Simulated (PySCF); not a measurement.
Species: cyclo-(H2SnNH)2.
Bonds: Sn1–N4, Sn1–N8, N4–Sn5, Sn5–N8. Hydrogens: H2, H3 on Sn1; H9 on N4; H6, H7 on Sn5; H10 on N8.

Computed by this run: PBE0-D3(BJ)/def2-SVP geometry optimisation, gas phase, def2 core potentials past Kr in PySCF 2.14.0; density fitting, grid level 1; the optimiser is geomeTRIC in internal coordinates, started from a GFN2-xTB structure with every atom displaced at random (about 0.03 Å).

Step 0: E = -14733.2043 eV
```
atom  x, y, z in Å  |  force x, y, z in eV/Å
Sn1     0.9519   -0.4988   -1.1302   -1.289   2.867  -0.323
H2      0.8165    0.2570   -2.6600    0.191  -0.103  -0.172
H3      1.9907   -1.6603   -1.0445    1.919  -2.204   0.204
N4      0.9538    1.0303    0.2715   -2.851  -1.351  -1.186
Sn5    -0.9315    0.4539    1.0648    1.460   0.621   0.372
H6     -0.9428   -0.1656    2.6546    0.007  -0.190   0.212
H7     -2.0109    1.6831    0.8890   -0.815   0.824  -0.027
N8     -0.9498   -0.7836   -0.5008   -1.362  -2.463  -0.186
H9      1.6506    1.3386    0.8697    2.037   0.652   1.379
H10    -1.4039   -1.7313   -0.4097    0.704   1.348  -0.273
```

Task: Estimate the geometry and energy of step 1. (The exact step hangs on the optimiser's Hessian estimate; all steps are aligned on step 0, rigid shifts and turns removed.)

Result: E = -14733.6481 eV, largest force 0.573 eV/Å
```
atom  x, y, z in Å  |  force x, y, z in eV/Å
Sn1     0.9476   -0.4621   -1.1563   -0.148  -0.274  -0.101
H2      0.8463    0.2723   -2.7095    0.188  -0.138  -0.013
H3      2.1446   -1.7615   -1.0628   -0.376   0.432   0.018
N4      0.8785    1.0021    0.2700    0.134   0.160   0.391
Sn5    -0.9350    0.4948    1.0894   -0.250   0.091  -0.286
H6     -0.9036   -0.1546    2.6958   -0.025   0.016  -0.102
H7     -2.0949    1.7913    0.9418    0.202  -0.311   0.087
N8     -0.9918   -0.8192   -0.5125    0.186   0.162   0.247
H9      1.6370    1.3022    0.8775    0.114  -0.026  -0.194
H10    -1.4042   -1.7423   -0.4289   -0.026  -0.112  -0.047
```

The energy changes by -0.4439 eV. The first-order estimate −F·Δx gives -1.1898 eV and the mean of the old and new forces, exact on a quadratic surface, -0.5000 eV. The step makes an angle of 54° with the force vector and moves no atom by more than 0.185 Å.

The cost below is that of the whole optimisation. The run took 51 s on one thread, AMD EPYC 9B45 (x86_64), no GPU, on a shared host, and the process peaked at 0.44 GiB of memory.
